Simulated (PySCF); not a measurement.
Q: Give a PBE0-D3(BJ)/def2-SVP geometry of SnCl3(nBu) (`CCC[CH2][Sn]([Cl])([Cl])[Cl]`).

A: 
```
atom  x, y, z in Å
Sn1    1.3278    1.8456    1.5556
Cl2    1.4262    2.1573    3.8683
Cl3    3.5296    1.8625    0.7731
Cl4    0.2983    3.7216    0.6148
C5     0.3298    0.0802    0.8933
C6     0.3342    0.0352   -0.6302
C7    -0.3180   -1.2219   -1.2035
C8    -1.8001   -1.3569   -0.8916
H9     0.8649   -0.7695    1.3459
H10   -0.6822    0.1202    1.3234
H11   -0.1843    0.9271   -1.0244
H12    1.3729    0.0997   -0.9954
H13   -0.1723   -1.2105   -2.2965
H14    0.2263   -2.1100   -0.8368
H15   -2.2312   -2.2397   -1.3864
H16   -1.9884   -1.4677    0.1879
H17   -2.3619   -0.4740   -1.2373
```

Any rigid rotation of these coordinates is as good. Atoms count from 1 in this order. All 3 Cl–Sn bonds measure 2.336 to 2.338 Å. Of the pairs four or more bonds apart, H10···H16 is among the closest relative to their van der Waals radii: 2.35 Å, 98 % of the sum of Bondi's values. Sn1 (tin bonded to C and 3 Cl) is distorted tetrahedral (angles from 105.9° to 115.9°).

Bonds between heavy atoms (Å): Sn1–Cl2 2.336, Sn1–Cl3 2.337, Sn1–Cl4 2.338, Sn1–C5 2.133, C5–C6 1.524, C6–C7 1.528, C7–C8 1.521.

Theory: PySCF 2.14.0, PBE0-D3(BJ)/def2-SVP geometry optimisation, gas phase, def2 core potentials past Kr.

Point group: C1 (no symmetry element, even within 0.4 Å). Stationary, but not proved a minimum. One conformer, not necessarily the lowest (Sn1–C5–C6–C7 178°, C5–C6–C7–C8 64°).

On one thread of an Intel Xeon Platinum 8488C (shared host), this took 3.2 min and 0.83 GiB of memory at its peak. These figures are those of the optimisation.
